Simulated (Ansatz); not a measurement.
A run on CH$_{5}$BrInN (`[CH3][In]([NH2])[Br]`) with other settings.

```yaml
crystal:
  periodic: [false, false, false]
  atoms:
    - {symbol: C, position_ang: [0.032536, 1.533679, -0.868506]}
    - {symbol: In, position_ang: [-0.406313, -0.298867, 0.132198]}
    - {symbol: N, position_ang: [0.885101, -1.683549, 0.931454]}
    - {symbol: Br, position_ang: [-2.705554, -1.186325, 0.423157]}
    - {symbol: H, position_ang: [-0.503888, 1.427070, -1.937949]}
    - {symbol: H, position_ang: [-0.457822, 2.351196, -0.375538]}
    - {symbol: H, position_ang: [1.007099, 1.676006, -1.041417]}
    - {symbol: H, position_ang: [1.811728, -1.390304, 1.184278]}
    - {symbol: H, position_ang: [0.567991, -2.372566, 1.603767]}
basis:
  gaussian: {orbitals: def2-mTZVP}
magnetization: {spin_polarized: true, initial_magnetization: 0}
hamiltonian: {xc: {name: B2PLYP}}
output: {forces: true}
```

```sh
$ ansatz run in.yaml --threads 4 --pin off --events-out ev --progress --plain --max-ram 10444MiB
```

Output, abridged:

```
Functional definition: B2PLYP
1265 factors; integrals over basis functions are off by at most 1.0e-3 eV
mean field evaluation 1: about -77794.9192 eV, gradient 4.7e1 eV
mean field evaluation 2: about -77794.9178 eV, gradient 4.7e1 eV
mean field evaluation 4: about -77803.5716 eV, gradient 8.8e0 eV
mean field evaluation 8: about -77803.9316 eV, gradient 3.6e-1 eV
mean field evaluation 16: about -77803.9325 eV, gradient 1.5e-4 eV
mean field -77803.93252545 eV, -2859.2417829108 hartree, gradient 9.0e-6 eV, S^2 0.000000; 0 other end points of the search recorded, 0 dependent functions left out
15 core orbitals not correlated: weight in the atoms' cores, before any rotation towards them, 1.000 or more for the frozen orbitals, at most 0.000 for the correlated occupied ones
reference -77803.93271015 eV, -2859.2417896985 hartree; 22, 22 occupied and 88, 88 virtual orbitals, 1265 factors
second order -21.98031979 eV of doubles, -0.00000000 eV of singles
Total energy: -77809.86739650 eV, -2859.4598853989 hartree
Atom 0 at     0.032536     1.533679    -0.868506 Å, force    -4.911215    -1.241481    -2.370973 eV/Å
Atom 1 at    -0.406313    -0.298867     0.132198 Å, force     0.598678    -0.444067     0.502436 eV/Å
Atom 2 at     0.885101    -1.683549     0.931454 Å, force    -0.379757     0.168832    -0.182471 eV/Å
Atom 3 at    -2.705554    -1.186325     0.423157 Å, force    -0.353665    -0.058535    -0.021622 eV/Å
Atom 4 at    -0.503888     1.427070    -1.937949 Å, force     1.173417     0.314895     2.303672 eV/Å
Atom 5 at    -0.457822     2.351196    -0.375538 Å, force     0.000987     0.413592     0.255049 eV/Å
Atom 6 at     1.007099     1.676006    -1.041417 Å, force     3.657651     0.656638    -0.414673 eV/Å
Atom 7 at     1.811728    -1.390304     1.184278 Å, force     0.401736     0.138987     0.041979 eV/Å
Atom 8 at     0.567991    -2.372566     1.603767 Å, force    -0.187832     0.051139    -0.113397 eV/Å
Dipole moment:     0.576664     0.430491     0.001503 e Å
```

Hardware: 4 threads of an Intel Xeon 6975P-C on a shared host. Wall time 5.5 s, peak host memory 0.87 GiB.
